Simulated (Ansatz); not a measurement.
Ansatz (a quantum-chemistry and plane-wave program) input (BHLYP/def2-TZVPD):

Ansatz 0.2 input:
```yaml
crystal:
  periodic: [false, false, false]
  atoms:
    - {symbol: Pb, position_ang: [-0.00000000, -0.00000000, -0.40746333]}
    - {symbol: Cl, position_ang: [0.00000000, 0.00000000, 1.96541136]}
basis:
  gaussian:
    orbitals: def2-TZVPD
hamiltonian:
  xc: {name: BHLYP}
total_charge: 1
magnetization: {spin_polarized: true, initial_magnetization: 2}
```

Output:

```
Functional definition: BHLYP
integrals: 0.03 GiB planned
855 factors; their error is unknown
mean field: 0.40 GiB planned
mean field evaluation 1: about -17753.1744 eV, gradient 2.9e1 eV
mean field evaluation 2: about -17747.4156 eV, gradient 4.6e1 eV
mean field evaluation 4: about -17758.1435 eV, gradient 1.7e0 eV
mean field evaluation 8: about -17758.3240 eV, gradient 1.7e-1 eV
mean field evaluation 16: about -17758.3243 eV, gradient 4.2e-5 eV
mean field evaluation 32: about -17758.3245 eV, gradient 8.7e-3 eV
mean field -17758.32454624 eV, -652.6063900494 hartree, gradient 9.8e-6 eV, S^2 2.011849; 5 other end points of the search recorded, 0 dependent functions left out
reference -17758.32468728 eV, -652.6063952326 hartree; 20, 18 occupied and 82, 84 virtual orbitals, 855 factors
Total energy: -17758.32468728 eV, -652.6063952326 hartree
```

This state (charge 1, triplet) is run at the relaxed geometry of the species with charge 1 and multiplicity 1, and is a spin state other than that species' own.
